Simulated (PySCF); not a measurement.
Molecule: 2-methyl-3-butenoic acid (SMILES [C@@H](C=C)(C)C(=O)O).

Geometry (Å), atoms numbered from 1 in this order:
```xyz
15

C     2.2405    0.1089    0.1162
C     1.0765   -0.2850   -0.3633
C    -0.2390   -0.0804    0.3385
C    -1.0269   -1.3876    0.4166
C    -0.9972    0.9429   -0.4852
O    -1.6118    0.7176   -1.4914
O    -0.8757    2.1745    0.0258
H     2.3238    0.6095    1.0670
H     3.1601   -0.0559   -0.4189
H     1.0030   -0.7798   -1.3221
H    -0.0665    0.3405    1.3318
H    -1.2876   -1.7197   -0.5851
H    -1.9447   -1.2459    0.9823
H    -0.4291   -2.1548    0.9019
H    -1.3299    2.8230   -0.5359
```

Frames of a GFN2-xTB Langevin trajectory at 300 K; GIAO PBE0/pcSseg-1 shieldings in PySCF, gas phase, non-relativistic; equivalent atoms averaged within each frame.

δ = σ(ref) − σ, references computed at the same level: 13C (σref 186.93) and 1H (σref 31.72) vs TMS; 17O (σref 336.08) against H2O. The references are static minima.

Q: How do the shifts (ppm) fluctuate along the trajectory?

A: 
```
         time (fs)     C5     C2     C1    C3    C4     O6     O7   H15   H10    H9
optimised geometry  178.9  148.3  124.1  49.2  19.4  420.6  212.5  5.93  6.05  5.46
               250  173.6  148.1  122.4  43.0  27.7  396.1  207.7  7.15  6.15  5.82
               425  183.7  155.6  126.7  42.3  34.1  429.0  216.3  6.63  6.69  5.94
               625  182.0  148.6  118.7  47.0  22.7  446.9  220.5  5.66  6.43  4.98
               800  181.4  145.4  122.1  57.1  32.9  403.3  201.2  5.26  6.49  5.01
              1000  189.9  150.3  125.6  49.7  26.4  469.3  221.4  5.17  6.81  5.78
    mean of frames  182.1  149.6  123.1  47.8  28.8  428.9  213.4  5.97  6.52  5.50
standard deviation    5.8    3.8    3.2   6.0   4.7   30.4    8.7  0.87  0.26  0.47
```

5 frames give an uncertainty of the mean of about the standard deviation over 2.2 at best, since frames this close in time may not be independent; classical motion lacks zero-point vibration, and the reference would need the same averaging.
